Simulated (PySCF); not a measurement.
SiF2Cl, SMILES F[Si](F)Cl, multiplicity 2. Geometry: B3LYP-D3(BJ)/def2-SVP.

These are B3LYP-D3(BJ)/def2-SVP (PySCF) values and carry that method's errors.

Harmonic wavenumbers (cm⁻¹): 205, 253, 339, 545, 865, 941. Rotational constants (GHz): 7.092, 3.384, 2.456; symmetry number 1.

Work out the zero-point energy and the ideal-gas rigid-rotor harmonic-oscillator thermochemistry at 298.15 K and 1 atm.

ZPE = ½ Σ hcν = ½ × 3148 cm⁻¹ = 18.83 kJ/mol. H − E(el) = 33.23 kJ/mol. Entropy in J/(mol K): translation 166.37, rotation 109.21, vibration 24.46, spin 5.76, total 305.80. G − E(el) = -57.94 kJ/mol. Cp = 63.94 J/(mol K).
